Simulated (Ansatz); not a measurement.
Start from `NC[NH][InH2]` and change one atom or group to get `CCNCN`.

Ansatz, PBE0-D4/def2-TZVP geometries, multiplicity 1. Each molecule was computed in one conformer, which needn't be the lowest. `NC[NH][InH2]` holds a close contact that its SMILES doesn't draw: In···N 2.43 Å.

Elements past krypton have def2 core potentials.

```json
{"property": "LUMO energy (PBE0/def2-TZVPP) / eV", "`NC[NH][InH2]`": "-0.46"}
{"property": "HOMO–LUMO gap (PBE0/def2-TZVPP) / eV", "`NC[NH][InH2]`": "5.75"}
{"property": "HOMO–LUMO gap (PBE/def2-TZVPP) / eV", "`NC[NH][InH2]`": "3.75"}
{"property": "size of the dipole moment (ωB97M-V/def2-TZVPP) / D", "`NC[NH][InH2]`": "3.51"}
{"property": "LUMO energy (PBE/def2-TZVPP) / eV", "`NC[NH][InH2]`": "-1.16"}
{"property": "HOMO energy (PBE0/def2-TZVPP) / eV", "`NC[NH][InH2]`": "-6.21"}
```

(1) What does the change do to each property? (Estimate.)

Answers

(1) Ansatz gave: 
```tsv
property	`CCNCN`	shift
LUMO energy (PBE0/def2-TZVPP) / eV	1.23	1.69
HOMO–LUMO gap (PBE0/def2-TZVPP) / eV	7.54	1.79
HOMO–LUMO gap (PBE/def2-TZVPP) / eV	5.32	1.57
size of the dipole moment (ωB97M-V/def2-TZVPP) / D	1.09	-2.42
LUMO energy (PBE/def2-TZVPP) / eV	0.42	1.58
HOMO energy (PBE0/def2-TZVPP) / eV	-6.31	-0.10
```

With PBE0 the HOMO falls by 0.10 eV and the LUMO rises by 1.69 eV, so the gap widens by about 1.79 eV. PBE moves the HOMO by 0.00 eV and ωB97M-V by -0.14 eV. Dipoles are sizes alone; their direction can turn.

Positive LUMOs are unbound, so they and the gaps depend on the basis.
